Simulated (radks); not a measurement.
Question: The tungsten ion W3+, configuration [Xe] 4f14 5d3. Method: scalar-relativistic Kohn-Sham, SOGGA, spin-polarised, spherical densities, point nucleus; open shells are filled with parallel spins first (spin-orbit coupling, left out, can overturn this in heavy ions); computed with a radial shooting solver on a logarithmic mesh with Libxc functionals. Some entries of the table are withheld. Estimate them.

| orbital | occ. | eigenvalue (eV) | <r> (bohr) |
|---|---|---|---|
| 1s down | 1 | -69501.34 | 0.01835 |
| 1s up | 1 | -69501.33 | 0.01835 |
| 2s up | 1 | -12019.92 | 0.07758 |
| 2s down | 1 | -12019.77 | 0.07758 |
| 2p up | 3 | -10516.05 | 0.06945 |
| 2p down | 3 | -10515.93 | 0.06945 |
| 3s up | 1 | -2790.211 | 0.2011 |
| 3s down | 1 | -2790.166 | 0.2011 |
| 3p up | 3 | -2344.951 | 0.2014 |
| 3p down | 3 | -2344.899 | 0.2014 |
| 3d up | 5 | -1832.846 | 0.1824 |
| 3d down | 5 | -1832.746 | 0.1824 |
| 4s up | 1 | -598.2909 | 0.4496 |
| 4s down | 1 | -598.1609 | 0.4496 |
| 4p up | 3 | -452.2380 | 0.4781 |
| 4p down | 3 | -452.1146 | 0.4781 |
| 4d up | 5 | -267.2053 | 0.5115 |
| 4d down | 5 | -267.0542 | 0.5114 |
| 5s up | 1 | -108.4655 | 1.067 |
| 5s down | 1 | -107.0070 | 1.060 |
| 5p up | 3 | -72.5546 | 1.240 |
| 5p down | 3 | -70.5929 | 1.230 |
| 4f up | 7 | -62.2102 | (1) |
| 4f down | 7 | -61.8693 | (2) |
| 5d up | 3 | -32.0540 | (3) |
| 5d down | 0 | -29.4871 | (4) |
| 6s up | 0 | -28.9122 | 2.575 |
| 6s down | 0 | -26.6595 | 2.607 |
| 6p up | 0 | -21.1320 | 3.116 |

Answer: 
(1) 4f up <r> (bohr): 0.6086
(2) 4f down <r> (bohr): 0.6044
(3) 5d up <r> (bohr): 1.747
(4) 5d down <r> (bohr): 1.748
